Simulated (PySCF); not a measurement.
A structure optimised at B3LYP-D3(BJ)/def2-TZVP, used in a PySCF frequency run:

```
Te
H 1 1.6655
Br 1 2.5219 2 93.75
```

### Question
Write its SMILES, formula and point group.

### Answer
Br[TeH], BrHTe, Cs

### Question
What are its rotational constants (standard atomic weights)?

### Answer
183.09, 1.6111, 1.5971 GHz
